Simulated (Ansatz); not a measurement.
In₃P₂Cl₃. Charge 0, multiplicity 3. Geometry PBE-D4/def2-SVP, that of the neutral singlet; atoms count from 1.

Cartesian coordinates in Å:
```
In 1.640 1.083 1.509
In -0.727 -1.002 -0.875
In -1.891 2.436 -0.130
P 2.667 -1.682 0.890
P 1.485 -2.745 -0.255
Cl -1.012 0.183 1.605
Cl 0.698 1.357 -1.113
Cl -2.859 0.370 -1.632
```

In the def2 sets In takes a core potential; there is no spin–orbit coupling. At PBE0-D4/def2-TZVP a singlet of charge 0 lies 1.58 eV below the triplet at the same geometry. The structure comes from a short search, and lower isomers may exist.

Problem. Estimate the Mulliken populations from the PBE0/def2-TZVP orbitals of Ansatz.

Solution. 
```tsv
atom	charge (e)	spin (α − β)
In1	0.41	0.25
In2	0.57	0.51
In3	0.46	0.01
P4	-0.08	0.60
P5	-0.13	0.44
Cl6	-0.41	0.02
Cl7	-0.41	0.02
Cl8	-0.39	0.14
```
Mulliken values depend strongly on the basis.

Problem. Where does the spin sit?

Solution. Summed by element: In 0.77, P 1.05, Cl 0.18, of 2 unpaired in all. Largest on single atoms: P4 0.60, In2 0.51, P5 0.44.

Problem. And the Mayer bond orders between heavy atoms (over 0.3)?

Solution. In1–P4 0.47 (3.01 Å); In1–Cl6 0.33 (2.80 Å); In1–Cl7 0.33 (2.80 Å); In2–P5 0.57 (2.88 Å); In2–Cl6 0.39 (2.76 Å); In2–Cl7 0.38 (2.77 Å); In2–Cl8 0.52 (2.65 Å); In3–Cl8 0.42 (2.73 Å); P4–P5 2.17 (1.96 Å).
